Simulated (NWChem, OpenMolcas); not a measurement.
## C3H10Si (trimethylsilane): a line through the functionals

The species is C3H10Si (14 atoms), meant as a singlet with charge 0. SMILES: `C[SiH](C)C`. Geometry: relaxed at PBE0-D4/def2-TZVP.

The HOMO–LUMO gap y, in eV, basis cc-pVDZ; a is the functional's share of exact exchange. Programs: NWChem 7.3.0, OpenMolcas 26.06.

| functional | program | a | y (eV) |
| --- | --- | --- | --- |
| TPSS | NWChem | 0 | 8.45 |
| BLYP | NWChem | 0 | 7.89 |
| B3LYP | OpenMolcas | 0.2 | ? |
| PBE0 | NWChem | 0.25 | 10.22 |
| BHLYP | NWChem | 0.5 | 12.13 |

Task: Fit y = c + s·a to the known rows and predict B3LYP.

Result: 
1. Means of the 4 rows: a = 0.1875, y = 9.672.
2. Σ(Δa)² = 0.17188, Σ(Δa·Δy) = 1.3656, so the slope is 1.3656/0.17188 = 7.9451.
3. Intercept: 9.672 − (7.9451) × 0.1875 = 8.182. The largest residual of the fit is 0.29.
4. B3LYP: 8.182 + (7.9451) × 0.2 = 9.77 eV.

The run gave 9.63 eV, so the prediction is off by +0.14 eV, within the scatter of the fit. Exact exchange lowers occupied levels and raises empty ones. The rows mix families of semi-local functionals, which the line can't see.
